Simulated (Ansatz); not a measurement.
Al₇As₇. Total charge 0; triplet. Geometry PBE-D4/def2-SVP, that of the neutral singlet; atoms count from 1.

Cartesian coordinates in Å:
```
Al 0.1506 -0.3373 -2.6068
Al -1.9326 -1.2014 -0.6251
Al -1.8361 1.4759 -0.6149
Al -1.3837 0.8020 2.0904
Al 1.3874 1.1279 1.6525
Al 2.3361 -0.5739 -1.0691
Al 1.0448 -1.5230 1.4695
As -2.1830 0.1655 -2.7011
As 2.3145 0.2447 -3.2528
As -3.3449 0.1306 0.8694
As 0.3028 -0.2631 3.4354
As 3.2613 -0.4224 1.1283
As 0.2200 -2.3444 -0.6724
As -0.3372 2.7192 0.8968
```

Single mean-field runs in def2-TZVP are fitted with def2-universal-jkfit. At PBE0-D4/def2-TZVP a singlet of charge 0 lies 1.25 eV below the triplet at the same geometry.

Question: Estimate the Mulliken populations from the PBE0/def2-TZVP orbitals of Ansatz.

Answer: 
```json
{"atom": "Al1", "charge (e)": "0.27", "spin (α − β)": "0.08"}
{"atom": "Al2", "charge (e)": "0.23", "spin (α − β)": "0.21"}
{"atom": "Al3", "charge (e)": "0.19", "spin (α − β)": "0.29"}
{"atom": "Al4", "charge (e)": "0.25", "spin (α − β)": "0.07"}
{"atom": "Al5", "charge (e)": "0.19", "spin (α − β)": "0.29"}
{"atom": "Al6", "charge (e)": "0.27", "spin (α − β)": "0.08"}
{"atom": "Al7", "charge (e)": "0.23", "spin (α − β)": "0.21"}
{"atom": "As8", "charge (e)": "-0.22", "spin (α − β)": "-0.03"}
{"atom": "As9", "charge (e)": "-0.06", "spin (α − β)": "0.83"}
{"atom": "As10", "charge (e)": "-0.24", "spin (α − β)": "-0.03"}
{"atom": "As11", "charge (e)": "-0.24", "spin (α − β)": "-0.03"}
{"atom": "As12", "charge (e)": "-0.22", "spin (α − β)": "-0.03"}
{"atom": "As13", "charge (e)": "-0.38", "spin (α − β)": "0.07"}
{"atom": "As14", "charge (e)": "-0.29", "spin (α − β)": "-0.02"}
```
Mulliken values depend strongly on the basis.

Question: Where does the spin sit?

Answer: Summed by element: Al 1.23, As 0.77, of 2 unpaired in all. Largest on single atoms: As9 0.83, Al3 0.29, Al5 0.29.

Question: And the Mayer bond orders between heavy atoms (over 0.3)?

Answer: Al1–As8 1.11 (2.39 Å); Al1–As9 1.06 (2.33 Å); Al1–As13 0.52 (2.79 Å); Al2–As8 0.83 (2.50 Å); Al2–As10 0.99 (2.45 Å); Al2–As13 0.88 (2.44 Å); Al3–As8 0.85 (2.49 Å); Al3–As10 0.82 (2.51 Å); Al3–As14 0.94 (2.47 Å); Al4–As10 0.98 (2.41 Å); Al4–As11 0.98 (2.41 Å); Al4–As14 0.89 (2.49 Å); Al5–As11 0.82 (2.51 Å); Al5–As12 0.85 (2.49 Å); Al5–As14 0.94 (2.47 Å); Al6–As9 1.06 (2.33 Å); Al6–As12 1.11 (2.39 Å); Al6–As13 0.52 (2.79 Å); Al7–As11 0.99 (2.45 Å); Al7–As12 0.83 (2.50 Å); Al7–As13 0.88 (2.44 Å).
